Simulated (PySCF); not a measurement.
**Tl(67+) (thallium, charge +67): Hartree-Fock from Schrödinger to Dirac-Coulomb-Breit**

Occupied: 1s1/2, 2s1/2, 2p1/2, 2p3/2, 3s1/2, 3p1/2. Hartree-Fock calculated with PySCF 2.14 in an even-tempered Gaussian basis (19 s from 10 bohr⁻², ratio 2.3; 16 p from 12 bohr⁻², ratio 2.3), Gaussian nucleus throughout. NR is non-relativistic, sf-X2C the spin-free one-electron X2C Hamiltonian, X2C adds the bare one-electron spin-orbit term, X2C-SNSO screens it by Boettger's factors, DC is four-component Dirac-Coulomb, and the Gaunt and Breit terms are added at first order (total energies over the DC spinors, levels after relaxing the spinors in that mean field). QED terms are absent. Levels marked empty are virtual spinors of this ion; the basis has s and p functions only, so 3d, which can lie below the n = 4 levels, is absent.

```json
{"Hamiltonian": "X2C", "E (hartree)": "-14814.4058", "E − E(DC) (hartree)": "5.6927", "CPU seconds": "0.32"}
{"Hamiltonian": "X2C-SNSO", "E (hartree)": "-14811.9384", "E − E(DC) (hartree)": "8.1601", "CPU seconds": "0.29"}
{"Hamiltonian": "DC", "E (hartree)": "-14820.0985", "E − E(DC) (hartree)": "0.0000", "CPU seconds": "16"}
{"Hamiltonian": "DC+Gaunt", "E (hartree)": "-14798.9614", "E − E(DC) (hartree)": "21.1371", "CPU seconds": "27"}
{"Hamiltonian": "DC+Breit", "E (hartree)": "-14800.8460", "E − E(DC) (hartree)": "19.2525", "CPU seconds": "85"}
```

| level (eV) | X2C | X2C-SNSO | DC | DC+Gaunt | DC+Breit |
| --- | --- | --- | --- | --- | --- |
| 1s1/2 | -91814.3 | -91816.8 | -91932.2 | -91599.3 | -91621.9 |
| 2s1/2 | -21017.3 | -21018.2 | -21035.7 | -20997.7 | -21000.8 |
| 2p1/2 | -20493.4 | -20445.9 | -20458.8 | -20394.6 | -20400.8 |
| 2p3/2 | -18291.8 | -18306.3 | -18318.2 | -18277.7 | -18283.7 |
| 3s1/2 | -8465.5 | -8465.8 | -8470.1 | -8460.4 | -8461.6 |
| 3p1/2 | -8282.9 | -8270.5 | -8274.0 | -8257.4 | -8259.5 |
| 3p3/2 (empty) | -7565.7 | -7569.7 | -7572.2 | -7562.1 | -7564.1 |
| 4s1/2 (empty) | -4436.8 | -4436.8 | -4438.4 | -4434.7 | -4435.3 |

```
interval (eV)   X2C  X2C-SNSO    DC  DC+Gaunt  DC+Breit
2p3/2 − 2p1/2  2202      2140  2141      2117      2117
```

Weight of the small component: 1s1/2 0.0952, 2s1/2 0.0224, 2p1/2 0.0224, 2p3/2 0.0199, 3s1/2 0.00874, 3p1/2 0.00865, 3p3/2 0.00794, 4s1/2 0.00445.

Koopmans' value for the highest occupied level at DC+Breit: 8259.5 eV, against an ionisation energy of 8260 ± 40 eV (theoretical estimate listed by NIST; NIST Atomic Spectra Database, ionization energies); the former lacks relaxation, correlation, QED and recoil.

The whole ladder took 130 s of wall time on 1 thread of Intel(R) Xeon(R) Platinum 8488C (shared host), launched as `OMP_NUM_THREADS=1 python relrun2.py TASK.json OUT` (a driver that calls PySCF for each Hamiltonian).
